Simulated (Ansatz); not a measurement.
Geometry optimisation, RHF/def2-SVP (Ansatz).

input.yaml

```yaml
crystal:
  periodic: [false, false, false]
  atoms:
    - { symbol: Si, position_ang: [0.0, 0.0, 0.0] }
    - { symbol: F, position_ang: [0.0, 0.0, 1.94] }
    - { symbol: F, position_ang: [1.4994, 0.0, -0.5295] }
    - { symbol: H, position_ang: [-0.6877, 1.1914, -0.4862] }
    - { symbol: F, position_ang: [-0.7489, -1.2974, -0.5295] }
    - { symbol: Cl, position_ang: [-2.306, 0.0, 0.7662] }
    - { symbol: H, position_ang: [-1.1666, 0.0, 1.849] }
basis:
  gaussian: { orbitals: def2-SVP }
hamiltonian:
  xc: hf
relax:
  f_tol: 0.15
  max_steps: 25
  restrain:
    - { distance: [0, 5], at: 2.13, k: 30.0 }
    - { distance: [6, 1], at: 0.92, k: 30.0 }
    - { distance: [0, 1], at: 2.79, k: 30.0 }
    - { distance: [6, 5], at: 2.57, k: 30.0 }
```

Launched with:

```bash
$ ansatz run input.yaml --threads 1 --pin off --max-ram 2048MiB --backend cpu --events-out ev --progress --plain --runs-dir out
```

Task: Where does it end, and by what steps?

Result: The run converged. The restraints hold the end off the free minimum. After 16 steps the energy has fallen by 3.093 eV (the restraints' own energy left out); F5 moved furthest, 1.42 Å. Joined: F2–H7 (1.17 → 0.91 Å).

| step | energy less start (eV) | largest force component (eV/Å) | accepted |
| --- | --- | --- | --- |
| 0 | 0.0000 | 3.040 | yes |
| 1 | 0.2678 | 2.522 | yes |
| 2 | 0.2021 | 3.086 | yes |
| 3 | -0.4785 | 1.881 | yes |
| 4 | -1.2061 | 3.966 | yes |
| 5 | -1.8588 | 1.711 | yes |
| 6 | -2.3481 | 1.200 | yes |
| 7 | -2.6192 | 1.154 | yes |
| 8 | -2.6230 | 1.131 | yes |
| 9 | -2.6680 | 1.204 | yes |
| 10 | -2.7769 | 1.224 | yes |
| 11 | -2.9100 | 0.936 | yes |
| 12 | -3.0038 | 0.839 | yes |
| 13 | -3.0672 | 0.740 | yes |
| 14 | -3.0790 | 0.776 | yes |
| 15 | -3.0924 | 0.726 | yes |
| 16 | -3.0926 | 0.708 | yes |

```xyz
7
Properties=species:S:1:pos:R:3
Si -0.439 -0.185 -0.378
F -0.034 0.888 2.171
F 0.857 -0.918 0.162
H -0.309 1.252 -0.446
F -0.697 -0.756 -1.839
Cl -2.081 -0.809 0.774
H -0.708 0.423 2.567
```

Run time: 28 s on 1 thread of Arm Neoverse V1 (shared host), peak memory 0.16 GiB.
